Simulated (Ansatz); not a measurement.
Reaction (formal exchange of groups at a P–Sn bond): `[PH2][SnH2][SH]` + `O[SiH2]S` → `O[SiH](P)S` + `[SH][SnH3]`

Program: Ansatz. Geometries: PBE0-D4/def2-TZVP. ΔE: electronic, gas phase. CCSD(T)/CBS is the MP2 limit (def2-TZVPP, def2-QZVPP) plus CCSD(T) − MP2 in def2-TZVPP, frozen cores. Functionals use def2-TZVPP. Elements past krypton have def2 core potentials. For Sn outer-core shells are correlated without core-valence functions, which leaves a few kJ/mol of doubt a bond. Each species was taken in one conformer, which may not be the lowest.

| species | revPBE energy (Eh) |
| --- | --- |
| `[PH2][SnH2][SH]` | -956.80140 |
| `O[SiH2]S` | -765.28504 |
| `O[SiH](P)S` | -1107.19734 |
| `[SH][SnH3]` | -614.88257 |

Q: Work out ΔE.

A: ΔE = (-1107.19734) + (-614.88257) − (-956.80140) − (-765.28504) = 0.00653 Eh = +0.18 eV. CCSD(T)/CBS gives +0.22 eV.

Largest T1 diagnostic among the species: 0.013.

Leaving LDA and LC-ωPBE aside and taking each functional with its dispersion term where it has one, the values, not all of them listed here, spread over 0.15 eV, from B97M-V to B2PLYP. LDA lies −0.07 eV from PBE without D4.
